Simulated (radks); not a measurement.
Values are calculated unless marked as measured or tabulated.
Question: Species: Be II. Configuration: [He] 2s(up 0.625, down 0.375) (fractional occupations, a model configuration). Level of theory: scalar-relativistic Kohn-Sham, PBE, spin-polarised, spherical densities, finite nucleus; Fermi nuclear charge, rms radius 2.519 fm (a radial shooting solver on a logarithmic mesh with Libxc functionals). Some entries of the table are withheld. Estimate them.

| orbital | occ. | eigenvalue (eV) | <r> (bohr) | r(max) (bohr) |
|---|---|---|---|---|
| 1s up | 1 | -117.8332 | 0.4198 | 0.2657 |
| 1s down | 1 | -117.7152 | 0.4199 | 0.2658 |
| 2s up | 0.625 | -13.9443 | (1) | 1.889 |
| 2s down | 0.375 | -13.4167 | (2) | 1.884 |

Answer: 
(1) 2s up <r> (bohr): 2.283
(2) 2s down <r> (bohr): 2.294
